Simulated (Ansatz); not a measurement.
Isolated molecules relaxed with PBE0-D4/def2-TZVP in Ansatz; ΔE leaves out vibrations. CCSD(T)/CBS is the MP2 limit (def2-TZVPP, def2-QZVPP) plus CCSD(T) − MP2 in def2-TZVPP, frozen cores. Elements past krypton have def2 core potentials. For Ge, Hf outer-core shells are correlated without core-valence functions, which leaves a few kJ/mol of doubt a bond. Scalar relativity is left out up to krypton. One conformer a species, not always the lowest.

`[F][Hf]([F])([Cl])[Cl]` + `C[O][GeH2][SH]` → `[F][Hf]([F])([SH])[Cl]` + `C[O][GeH2][Cl]`  (redistribution)

| species | CCSD/CBS(def2) energy (Eh) |
| --- | --- |
| `[F][Hf]([F])([Cl])[Cl]` | -1167.31940 |
| `C[O][GeH2][SH]` | -2590.71501 |
| `[F][Hf]([F])([SH])[Cl]` | -1105.88421 |
| `C[O][GeH2][Cl]` | -2652.13078 |

Question: Work out ΔE.

Answer: ΔE = (-1105.88421) + (-2652.13078) − (-1167.31940) − (-2590.71501) = 0.01942 Eh = +51.0 kJ/mol. CCSD(T)/CBS gives +51.0 kJ/mol.

Largest T1 diagnostic among the species: 0.016.
